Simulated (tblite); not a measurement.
Species: C4H7BrO2.
Atom-mapped SMILES: `[CH3:1][O:2][CH2:3][CH2:4][C:5](=[O:6])[Br:7]` (hydrogens: H8, H9, H10 on C1; H11, H12 on C3; H13, H14 on C4)

Computed with GFN2-xTB (tblite), gas phase: L-BFGS steps from a force-field or distance-geometry start until the largest atomic force falls under 0.01 eV/Å.

Step 20: E = -662.1419 eV
```
atom  x, y, z in Å  |  force x, y, z in eV/Å
C1     -2.1187    0.8245    0.4824    0.022   0.013  -0.009
O2     -0.8353    0.6035   -0.0439    0.047   0.029  -0.047
C3     -0.2722   -0.6189    0.3597   -0.022   0.020   0.007
C4      1.1665   -0.7002   -0.1456    0.002  -0.026  -0.029
C5      2.0472    0.3251    0.4716   -0.007   0.014   0.000
O6      1.8273    1.1869    1.2381   -0.010   0.003   0.057
Br7     3.9099    0.0870   -0.1751    0.014   0.021  -0.012
H8     -2.8381    0.0893    0.1039   -0.009  -0.042  -0.011
H9     -2.4176    1.8203    0.1660    0.010   0.016  -0.030
H10    -2.1093    0.7796    1.5763   -0.002   0.001   0.051
H11    -0.2879   -0.7013    1.4574   -0.014  -0.007   0.015
H12    -0.8473   -1.4584   -0.0633   -0.005  -0.030   0.049
H13     1.1881   -0.5508   -1.2280   -0.017   0.024  -0.032
H14     1.5867   -1.6871    0.0585   -0.010  -0.037  -0.009
```

Step 21: E = -662.1425 eV
```
atom  x, y, z in Å  |  force x, y, z in eV/Å
C1     -2.1181    0.8248    0.4814    0.016   0.010  -0.011
O2     -0.8359    0.6001   -0.0464    0.049   0.047  -0.032
C3     -0.2720   -0.6203    0.3614   -0.026   0.017   0.004
C4      1.1664   -0.7000   -0.1449    0.005  -0.018  -0.023
C5      2.0474    0.3254    0.4738    0.010  -0.004  -0.020
O6      1.8304    1.1859    1.2424   -0.027  -0.012   0.049
Br7     3.9111    0.0907   -0.1770   -0.003   0.016  -0.011
H8     -2.8382    0.0898    0.1036   -0.015  -0.036  -0.002
H9     -2.4154    1.8208    0.1634    0.010   0.011  -0.032
H10    -2.1091    0.7828    1.5759    0.005  -0.004   0.035
H11    -0.2916   -0.7021    1.4587    0.004   0.004   0.027
H12    -0.8446   -1.4611   -0.0601   -0.021  -0.049   0.032
H13     1.1822   -0.5487   -1.2275    0.000   0.036  -0.018
H14     1.5867   -1.6885    0.0533   -0.006  -0.019   0.001
```

Step 22: E = -662.1431 eV
```
atom  x, y, z in Å  |  force x, y, z in eV/Å
C1     -2.1170    0.8251    0.4805    0.007   0.005  -0.010
O2     -0.8351    0.5993   -0.0487    0.031   0.038  -0.002
C3     -0.2719   -0.6203    0.3627   -0.017   0.005   0.000
C4      1.1663   -0.7006   -0.1450    0.003  -0.004  -0.013
C5      2.0474    0.3253    0.4749    0.014  -0.018  -0.026
O6      1.8314    1.1841    1.2461   -0.036  -0.032   0.032
Br7     3.9123    0.0949   -0.1778   -0.018   0.012  -0.012
H8     -2.8370    0.0888    0.1032   -0.005  -0.019   0.010
H9     -2.4143    1.8209    0.1612    0.010   0.003  -0.029
H10    -2.1082    0.7846    1.5760    0.011  -0.006   0.001
H11    -0.2940   -0.7017    1.4601    0.017   0.017   0.023
H12    -0.8435   -1.4628   -0.0568   -0.030  -0.047   0.022
H13     1.1771   -0.5476   -1.2279    0.016   0.041  -0.003
H14     1.5860   -1.6905    0.0493   -0.004   0.002   0.006
```

Step 23: E = -662.1435 eV
```
atom  x, y, z in Å  |  force x, y, z in eV/Å
C1     -2.1156    0.8253    0.4798   -0.001   0.001  -0.008
O2     -0.8335    0.6003   -0.0501    0.006   0.012   0.026
C3     -0.2720   -0.6195    0.3634   -0.003  -0.009  -0.002
C4      1.1661   -0.7014   -0.1457   -0.003   0.007  -0.004
C5      2.0474    0.3249    0.4751    0.007  -0.024  -0.018
O6      1.8306    1.1815    1.2488   -0.034  -0.047   0.015
Br7     3.9128    0.0986   -0.1776   -0.027   0.009  -0.013
H8     -2.8351    0.0872    0.1029    0.010  -0.001   0.019
H9     -2.4140    1.8207    0.1596    0.009  -0.004  -0.025
H10    -2.1069    0.7852    1.5763    0.015  -0.003  -0.029
H11    -0.2951   -0.7003    1.4613    0.025   0.027   0.009
H12    -0.8438   -1.4635   -0.0540   -0.028  -0.028   0.018
H13     1.1737   -0.5471   -1.2286    0.026   0.041   0.007
H14     1.5847   -1.6924    0.0469   -0.001   0.017   0.006
```

Task: Estimate the geometry and energy of step 24. (The exact step hangs on the optimiser's Hessian estimate; all steps are aligned on step 23, rigid shifts and turns removed.)

Result: E = -662.1439 eV, largest force 0.060 eV/Å
```
atom  x, y, z in Å  |  force x, y, z in eV/Å
C1     -2.1141    0.8256    0.4790   -0.006  -0.001  -0.006
O2     -0.8315    0.6019   -0.0510   -0.017  -0.021   0.044
C3     -0.2722   -0.6187    0.3640    0.011  -0.021  -0.001
C4      1.1658   -0.7022   -0.1466   -0.011   0.012   0.001
C5      2.0476    0.3240    0.4750   -0.009  -0.024  -0.001
O6      1.8287    1.1779    1.2515   -0.024  -0.055   0.000
Br7     3.9129    0.1025   -0.1776   -0.032   0.008  -0.015
H8     -2.8329    0.0854    0.1029    0.021   0.013   0.021
H9     -2.4138    1.8204    0.1575    0.007  -0.009  -0.019
H10    -2.1053    0.7855    1.5761    0.016   0.004  -0.049
H11    -0.2953   -0.6982    1.4625    0.031   0.032  -0.007
H12    -0.8449   -1.4645   -0.0508   -0.021   0.001   0.017
H13     1.1710   -0.5460   -1.2294    0.032   0.036   0.011
H14     1.5834   -1.6941    0.0448    0.001   0.025   0.002
```

The energy changes by -0.0004 eV. The first-order estimate −F·Δx gives -0.0006 eV and the mean of the old and new forces, exact on a quadratic surface, -0.0004 eV. The step makes an angle of 64° with the force vector and moves no atom by more than 0.005 Å.
